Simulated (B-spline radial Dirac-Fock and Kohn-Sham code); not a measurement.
How the levels of osmium move as electrons are removed

Model: Dirac-Fock ΔSCF + Breit + QED. Program: an atomic code on a B-spline grid. Each ion is free and in its tabulated ground configuration. Correlation and solid-state effects are left out.

Reference: Os²⁶⁺, [Kr] 4d10 4f4, with L1 13848.8 eV, L3 11746.3 eV, M3 3334.0 eV, N3 1264.0 eV, N4 1077.7 eV, Kα1 (K-L3) 62991.7 eV, Kβ1 (K-M3) 71404.0 eV, Lα1 (L3-M5) 8912.6 eV. Shifts from it, in eV (a dash: the subshell is empty, belongs to an open shell averaged over j, or its hole state is left out as unreliable):

```
  ion  configuration      L1      L3      M3      N3      N4    Kα1    Kβ1    Lα1
Os²⁷⁺  [Kr] 4d10 4f3   +60.3   +60.1   +60.3   +49.9   +49.4  -1.47  -1.67  -0.30
Os²⁸⁺  [Kr] 4d10 4f2  +122.0  +121.8  +122.1  +100.6   +99.7  -3.00  -3.28  -0.51
Os²⁹⁺  [Kr] 4d10 4f1  +185.4  +185.0  +185.2  +152.1  +151.0  -4.59  -4.82  -0.63
Os³⁰⁺      [Kr] 4d10  +250.2  +249.7  +249.8  +204.5  +203.1  -6.24  -6.28  -0.64
```

Over this range L1 (2s) moves by +250.2 eV and Kα1 by -6.2 eV: a line is a difference of two levels that shift in the same direction.

Values without a named source are computed, but for edge energies of neutral atoms, which are taken from tables.
